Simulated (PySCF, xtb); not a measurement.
Mo(O)(NH)(Cl)(Br) (BrClHMoNO), SMILES [NH]=[Mo]([Br])([Cl])=[O], multiplicity 1.

Harmonic wavenumbers (cm⁻¹) from GFN2-xTB (xtb 6.7.1) at its own minimum, in rising order: 95, 148, 166, 184, 237, 286, 351, 626, 699, 918, 1010, 3430.

**Question.** What does PBE0-D3(BJ)/def2-SVP (PySCF) give at its own minimum? (An estimate is asked for; the answer gives what the named calculation found.)

**Answer.** 94, 163, 203, 208, 285, 347, 423, 534, 672, 1021, 1075, 3602. Paired by order, the mean absolute difference is 60 cm⁻¹ and the zero-point energies are 11.7 and 12.3 kcal/mol.
